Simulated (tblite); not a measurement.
Species: C8H9N.
Numbering: `[cH:1]1[cH:2][c:3]([CH:4]2[CH2:5][CH2:6]2)[cH:7][cH:8][n:9]1` (hydrogens: H10 on C1; H11 on C2; H12 on C4; H13, H14 on C5; H15, H16 on C6; H17 on C7; H18 on C8)

Computed with GFN2-xTB (tblite), gas phase: Langevin dynamics at 300 K from the optimised GFN2-xTB geometry, time step 0.5 fs, friction 0.01 fs⁻¹, 2000 steps. The instantaneous temperature is 2·E(kin)/(3Nk) with all 3N coordinates.

```json
{"t (fs)": "0", "T (K)": "254", "E(pot) above start (eV)": "0.000", "C1–C2 (Å)": "1.384", "C2–C3 (Å)": "1.394", "C3–C4 (Å)": "1.475", "C4–C5 (Å)": "1.508", "C5–C6 (Å)": "1.490", "C1–H10 (Å)": "1.083", "C2–C3–C4–C5 (°)": "-35"}
{"t (fs)": "50", "T (K)": "136", "E(pot) above start (eV)": "0.427", "C1–C2 (Å)": "1.389", "C2–C3 (Å)": "1.402", "C3–C4 (Å)": "1.487", "C4–C5 (Å)": "1.514", "C5–C6 (Å)": "1.503", "C1–H10 (Å)": "1.092", "C2–C3–C4–C5 (°)": "-33"}
{"t (fs)": "100", "T (K)": "227", "E(pot) above start (eV)": "0.598", "C1–C2 (Å)": "1.377", "C2–C3 (Å)": "1.415", "C3–C4 (Å)": "1.547", "C4–C5 (Å)": "1.542", "C5–C6 (Å)": "1.466", "C1–H10 (Å)": "1.063", "C2–C3–C4–C5 (°)": "-45"}
{"t (fs)": "150", "T (K)": "312", "E(pot) above start (eV)": "0.582", "C1–C2 (Å)": "1.433", "C2–C3 (Å)": "1.394", "C3–C4 (Å)": "1.519", "C4–C5 (Å)": "1.489", "C5–C6 (Å)": "1.516", "C1–H10 (Å)": "1.106", "C2–C3–C4–C5 (°)": "-59"}
{"t (fs)": "200", "T (K)": "249", "E(pot) above start (eV)": "0.589", "C1–C2 (Å)": "1.422", "C2–C3 (Å)": "1.368", "C3–C4 (Å)": "1.477", "C4–C5 (Å)": "1.547", "C5–C6 (Å)": "1.493", "C1–H10 (Å)": "1.067", "C2–C3–C4–C5 (°)": "-62"}
{"t (fs)": "250", "T (K)": "248", "E(pot) above start (eV)": "0.740", "C1–C2 (Å)": "1.428", "C2–C3 (Å)": "1.424", "C3–C4 (Å)": "1.429", "C4–C5 (Å)": "1.525", "C5–C6 (Å)": "1.465", "C1–H10 (Å)": "1.112", "C2–C3–C4–C5 (°)": "-55"}
{"t (fs)": "300", "T (K)": "434", "E(pot) above start (eV)": "0.713", "C1–C2 (Å)": "1.426", "C2–C3 (Å)": "1.422", "C3–C4 (Å)": "1.476", "C4–C5 (Å)": "1.530", "C5–C6 (Å)": "1.524", "C1–H10 (Å)": "1.077", "C2–C3–C4–C5 (°)": "-38"}
{"t (fs)": "350", "T (K)": "306", "E(pot) above start (eV)": "1.091", "C1–C2 (Å)": "1.362", "C2–C3 (Å)": "1.406", "C3–C4 (Å)": "1.525", "C4–C5 (Å)": "1.543", "C5–C6 (Å)": "1.531", "C1–H10 (Å)": "1.077", "C2–C3–C4–C5 (°)": "-18"}
{"t (fs)": "400", "T (K)": "282", "E(pot) above start (eV)": "1.170", "C1–C2 (Å)": "1.367", "C2–C3 (Å)": "1.416", "C3–C4 (Å)": "1.502", "C4–C5 (Å)": "1.505", "C5–C6 (Å)": "1.494", "C1–H10 (Å)": "1.081", "C2–C3–C4–C5 (°)": "-13"}
{"t (fs)": "450", "T (K)": "374", "E(pot) above start (eV)": "0.790", "C1–C2 (Å)": "1.414", "C2–C3 (Å)": "1.399", "C3–C4 (Å)": "1.466", "C4–C5 (Å)": "1.531", "C5–C6 (Å)": "1.471", "C1–H10 (Å)": "1.104", "C2–C3–C4–C5 (°)": "-23"}
{"t (fs)": "500", "T (K)": "398", "E(pot) above start (eV)": "0.701", "C1–C2 (Å)": "1.479", "C2–C3 (Å)": "1.358", "C3–C4 (Å)": "1.483", "C4–C5 (Å)": "1.459", "C5–C6 (Å)": "1.473", "C1–H10 (Å)": "1.085", "C2–C3–C4–C5 (°)": "-15"}
{"t (fs)": "550", "T (K)": "288", "E(pot) above start (eV)": "0.766", "C1–C2 (Å)": "1.376", "C2–C3 (Å)": "1.427", "C3–C4 (Å)": "1.451", "C4–C5 (Å)": "1.503", "C5–C6 (Å)": "1.454", "C1–H10 (Å)": "1.055", "C2–C3–C4–C5 (°)": "-23"}
{"t (fs)": "600", "T (K)": "288", "E(pot) above start (eV)": "0.529", "C1–C2 (Å)": "1.372", "C2–C3 (Å)": "1.464", "C3–C4 (Å)": "1.491", "C4–C5 (Å)": "1.566", "C5–C6 (Å)": "1.510", "C1–H10 (Å)": "1.078", "C2–C3–C4–C5 (°)": "-37"}
{"t (fs)": "650", "T (K)": "220", "E(pot) above start (eV)": "0.777", "C1–C2 (Å)": "1.399", "C2–C3 (Å)": "1.415", "C3–C4 (Å)": "1.472", "C4–C5 (Å)": "1.505", "C5–C6 (Å)": "1.497", "C1–H10 (Å)": "1.117", "C2–C3–C4–C5 (°)": "-17"}
{"t (fs)": "700", "T (K)": "347", "E(pot) above start (eV)": "0.589", "C1–C2 (Å)": "1.416", "C2–C3 (Å)": "1.397", "C3–C4 (Å)": "1.452", "C4–C5 (Å)": "1.519", "C5–C6 (Å)": "1.485", "C1–H10 (Å)": "1.063", "C2–C3–C4–C5 (°)": "-38"}
{"t (fs)": "750", "T (K)": "240", "E(pot) above start (eV)": "0.603", "C1–C2 (Å)": "1.396", "C2–C3 (Å)": "1.414", "C3–C4 (Å)": "1.465", "C4–C5 (Å)": "1.486", "C5–C6 (Å)": "1.494", "C1–H10 (Å)": "1.080", "C2–C3–C4–C5 (°)": "-48"}
{"t (fs)": "800", "T (K)": "216", "E(pot) above start (eV)": "0.499", "C1–C2 (Å)": "1.412", "C2–C3 (Å)": "1.367", "C3–C4 (Å)": "1.490", "C4–C5 (Å)": "1.538", "C5–C6 (Å)": "1.493", "C1–H10 (Å)": "1.103", "C2–C3–C4–C5 (°)": "-33"}
{"t (fs)": "850", "T (K)": "230", "E(pot) above start (eV)": "0.668", "C1–C2 (Å)": "1.398", "C2–C3 (Å)": "1.367", "C3–C4 (Å)": "1.526", "C4–C5 (Å)": "1.525", "C5–C6 (Å)": "1.573", "C1–H10 (Å)": "1.055", "C2–C3–C4–C5 (°)": "-28"}
{"t (fs)": "900", "T (K)": "284", "E(pot) above start (eV)": "0.784", "C1–C2 (Å)": "1.372", "C2–C3 (Å)": "1.398", "C3–C4 (Å)": "1.496", "C4–C5 (Å)": "1.593", "C5–C6 (Å)": "1.473", "C1–H10 (Å)": "1.118", "C2–C3–C4–C5 (°)": "-33"}
{"t (fs)": "950", "T (K)": "306", "E(pot) above start (eV)": "0.503", "C1–C2 (Å)": "1.354", "C2–C3 (Å)": "1.406", "C3–C4 (Å)": "1.475", "C4–C5 (Å)": "1.522", "C5–C6 (Å)": "1.529", "C1–H10 (Å)": "1.052", "C2–C3–C4–C5 (°)": "-28"}
{"t (fs)": "1000", "T (K)": "379", "E(pot) above start (eV)": "0.482", "C1–C2 (Å)": "1.359", "C2–C3 (Å)": "1.402", "C3–C4 (Å)": "1.465", "C4–C5 (Å)": "1.575", "C5–C6 (Å)": "1.484", "C1–H10 (Å)": "1.088", "C2–C3–C4–C5 (°)": "-40"}
```

Task: From 500 fs on, how do temperature and potential energy compare with equipartition?

Result: The mean temperature of these 11 frames is 291 K against the target 300 K, and the mean potential energy 0.63 eV against 48 × kT/2 = 0.62 eV for 48 classical harmonic modes. For 18 atoms in a canonical ensemble the temperature itself scatters by T·√(2/(3N)) = 58 K; here its standard deviation is 60 K. The whole run lasts only 10 friction times of 100 fs, so these averages carry a wide statistical error.

Task: What are the kinetic and total energies of the listed frame with the highest potential energy?

Result: The one at 400 fs, 1.170 eV above the start. Its kinetic energy is 3NkT/2 = 0.655 eV at 282 K, so the sum is 1.83 eV; over the listed frames the sum runs from 0.59 to 1.83 eV, since the thermostat adds and removes energy.

Task: How much do the listed bonds fluctuate from 500 fs on?

Result: 
| bond | at the start (Å) | mean (Å) | standard deviation (Å) |
| --- | --- | --- | --- |
| C1–C2 | 1.384 | 1.394 | 0.033 |
| C2–C3 | 1.394 | 1.401 | 0.029 |
| C3–C4 | 1.475 | 1.479 | 0.021 |
| C4–C5 | 1.508 | 1.526 | 0.038 |
| C5–C6 | 1.490 | 1.497 | 0.031 |
| C1–H10 | 1.083 | 1.081 | 0.023 |

The motion is classical and holds no zero-point motion.

What follows is the cost of the whole dynamics run. Time: 9.9 s; peak memory 0.18 GiB. Hardware: Arm Neoverse V2, one thread, shared host with 96 logical CPUs at a one-minute load of 17.
